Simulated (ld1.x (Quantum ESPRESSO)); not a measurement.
**u(r) = r·R(r): atom against pseudo-atom (titanium (Ti))**

Columns: radius, all-electron u(r) and pseudo u(r) of the 3d shell (level -6.13 eV) of titanium in the configuration [Ne] 3s2 3p6 3d2 4s1.75 4p0; LDA (PZ), scalar-relativistic, TM scheme, ld1.x (Quantum ESPRESSO) 7.5.

| r (bohr) | all-electron | pseudo |
| --- | --- | --- |
| 0.145 | 0.0737 | 0.0149 |
| 0.290 | 0.2739 | 0.1059 |
| 0.435 | 0.4778 | 0.2936 |
| 0.580 | 0.6291 | 0.5268 |
| 0.725 | 0.7206 | 0.7222 |
| 0.870 | 0.7626 | 0.8261 |
| 1.015 | 0.7694 | 0.8401 |
| 1.160 | 0.7536 | 0.8010 |
| 1.305 | 0.7241 | 0.7451 |
| 1.450 | 0.6870 | 0.6924 |
| 1.595 | 0.6462 | 0.6467 |
| 1.740 | 0.6043 | 0.6043 |
| 1.885 | 0.5627 | 0.5627 |
| 2.030 | 0.5225 | 0.5225 |
| 2.175 | 0.4843 | 0.4843 |
| 2.320 | 0.4481 | 0.4481 |
| 2.465 | 0.4142 | 0.4142 |
| 2.610 | 0.3826 | 0.3826 |
| 2.755 | 0.3531 | 0.3531 |
| 2.900 | 0.3257 | 0.3257 |
| 3.045 | 0.3002 | 0.3002 |
| 3.190 | 0.2765 | 0.2765 |
| 3.335 | 0.2546 | 0.2546 |
| 3.480 | 0.2343 | 0.2343 |
| 3.625 | 0.2155 | 0.2155 |
| 3.770 | 0.1981 | 0.1981 |

**Question.** How many radial nodes do the two functions have?

**Answer.** The all-electron 3d function has n − l − 1 = 0; the pseudo-wave has 0.

**Question.** At about which radius was the pseudo-wave matched?

**Answer.** 1.80 bohr, where the columns begin to agree (steps of 0.14 bohr).

**Question.** Where does each function peak?

**Answer.** Outermost all-electron maximum near 1.01 bohr, pseudo maximum near 1.01 bohr (to the table’s step).

**Question.** Is the pseudo-wave norm-conserving?

**Answer.** Yes: the TM scheme keeps the norm inside the radius equal to the all-electron one, which fixes the energy derivative of the logarithmic derivative at the level.
